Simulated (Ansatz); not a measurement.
One change: `C[O][Cd][CH3]` becomes `C[O][Cd][Cl]`.

Ansatz, PBE0-D4/def2-TZVP geometries, multiplicity 1. Each molecule was computed in one conformer, which needn't be the lowest.

Elements past krypton have def2 core potentials.

```csv
property,`C[O][Cd][CH3]`
size of the dipole moment (ωB97M-V/def2-TZVPP) / D,2.05
size of the dipole moment (B3LYP/def2-TZVPP) / D,2.09
LUMO energy (PBE0/def2-TZVPP) / eV,-0.52
HOMO energy (ωB97M-V/def2-TZVPP) / eV,-9.17
HOMO energy (B3LYP/def2-TZVPP) / eV,-6.54
HOMO–LUMO gap (B3LYP/def2-TZVPP) / eV,5.71
```

Give the same properties after the change, and the shifts. (An estimate is asked.)

The calculation gave: 
```csv
property,`C[O][Cd][Cl]`,shift
size of the dipole moment (ωB97M-V/def2-TZVPP) / D,1.52,-0.53
size of the dipole moment (B3LYP/def2-TZVPP) / D,1.60,-0.49
LUMO energy (PBE0/def2-TZVPP) / eV,-1.80,-1.28
HOMO energy (ωB97M-V/def2-TZVPP) / eV,-9.88,-0.71
HOMO energy (B3LYP/def2-TZVPP) / eV,-7.29,-0.75
HOMO–LUMO gap (B3LYP/def2-TZVPP) / eV,5.16,-0.55
```

With PBE0 the HOMO falls by 0.75 eV and the LUMO falls by 1.28 eV, so the gap narrows by about 0.53 eV. PBE moves the HOMO by -0.73 eV and ωB97M-V by -0.71 eV. Dipoles are sizes alone; their direction can turn.

Positive LUMOs are unbound, so they and the gaps depend on the basis.

B3LYP here is the variant with VWN-RPA as its local correlation; programs differ in this.
